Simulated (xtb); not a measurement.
CHO$_{2}$, doublet, geometry from GFN2-xTB. Base run: GFN0-xTB in xtb.

xtb was given this input:
```
$ xtb mol.xyz --gfn 0 --uhf 1 --json

# file mol.xyz
4

O     -1.03300099    -0.39412693    -0.00168439
C     -0.02709385     0.41048045    -0.01284311
O      1.15649400     0.25596664     0.00752085
H     -0.82538098    -1.35760035     0.03036691
```

Variants of this job, named by their change:

```tsv
change	ΔE vs base (kJ/mol)
base	0.00
etemp = 3000	-0.59
acc = 0.0001	0.00
etemp = 1000	0.00
```
